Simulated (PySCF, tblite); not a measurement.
One entry of a table of gas-phase calculations, keyed by method. Lists by class give the value and the number of equivalent atoms.

```json
{
 "formula": "CH13NOSi4",
 "smiles": "C[SiH2][Si@](O)([SiH3])[SiH2]N",
 "inchi": "InChI=1S/CH13NOSi4/c1-5-7(3,4)6-2/h3H,2,5-6H2,1,4H3/t7-/m0/s1",
 "charge": 0,
 "multiplicity": 1,
 "geometry_level": "GFN2-xTB",
 "atoms_angstrom": [
  ["C", -1.686, -2.262, -0.547],
  ["Si", -1.556, -0.418, -1.009],
  ["Si", -0.155, 0.695, 0.514],
  ["O", -0.896, 0.705, 1.996],
  ["Si", 0.211, 2.917, -0.108],
  ["Si", 1.728, -0.537, 1.079],
  ["N", 2.559, -0.649, -0.435],
  ["H", -2.096, -2.384, 0.452],
  ["H", -0.707, -2.734, -0.553],
  ["H", -2.321, -2.815, -1.232],
  ["H", -2.943, 0.081, -1.103],
  ["H", -1.031, -0.361, -2.384],
  ["H", -1.72, 1.154, 2.162],
  ["H", -1.037, 3.687, -0.256],
  ["H", 1.005, 3.699, 0.848],
  ["H", 0.898, 3.011, -1.397],
  ["H", 2.725, 0.094, 1.955],
  ["H", 1.469, -1.855, 1.703],
  ["H", 2.062, -0.977, -1.247],
  ["H", 3.486, -1.041, -0.44]
 ],
 "electronic_structure_code": "PySCF",
 "results": {
  "GFN2-xTB geometry": {
   "point_group": "C1",
   "rotational_constants_GHz": [1.056, 0.923, 0.667]
  },
  "PBE0/pcSseg-1 ground state and GIAO shieldings, non-relativistic": {
   "dipole_D": 1.29,
   "homo_eV": -7.18,
   "lumo_eV": -1.17,
   "shift_vs_computed_TMS_C_by_class_ppm": [
    [-9.1, 1]
   ],
   "shift_vs_computed_TMS_H_by_class_ppm": [
    [5.51, 1],
    [5.21, 1],
    [4.16, 1],
    [3.83, 1],
    [3.58, 3],
    [0.4, 3],
    [-0.49, 2],
    [-0.81, 1]
   ],
   "shielding_other_nuclei_by_class_ppm": [
    ["N", 267.0, 1],
    ["O", 347.7, 1],
    ["Si", 348.5, 1],
    ["Si", 397.6, 1],
    ["Si", 427.7, 1],
    ["Si", 464.4, 1]
   ],
   "charges_hirshfeld_e_by_atom": [-0.21, 0.23, 0.19, -0.31, 0.19, 0.28, -0.32, 0.04, 0.04, 0.04, -0.08, -0.09, 0.17, -0.08, -0.07, -0.08, -0.08, -0.09, 0.11, 0.12]
  },
  "GFN2-xTB harmonic vibrations, gas phase": {
   "strongest_ir_bands_cm-1_km_per_mol_modes": [
    [755.2, 591.6, 1],
    [779.7, 417.1, 1],
    [821.6, 457.3, 1],
    [2077.5, 377.0, 1],
    [2161.3, 663.8, 2],
    [2208.1, 406.5, 1]
   ],
   "zpe_kcal_per_mol": 83.0
  }
 }
}
```

The zero-point energy, half the sum of the 54 harmonic wavenumbers, equals 29030 cm⁻¹ or 347 kJ/mol. The dipole matches unit charges of opposite sign 0.27 Å apart (1 e·Å = 4.8032 D). The rotational constants make it an asymmetric top with κ = (2B − A − C)/(A − C) = 0.3, nearer the oblate limit (+1).

 NMR classes are plain means over equivalent atoms (diastereotopic ones count apart unless rotation or inversion swaps them), as if these changed places fast; in this geometry the members of some classes differ.

Conformer computed: `[CH3:1][SiH2:2][Si@:3]([OH:4])([SiH3:5])[SiH2:6][NH2:7]`: C1–Si2–Si3–O4 -67°, Si2–Si3–Si6–N7 64°, H–O4–Si3–Si2 -64°, H–N7–Si6–Si3 -52°, H–N7–Si6–Si3 172°.

One conformer stands for the species.
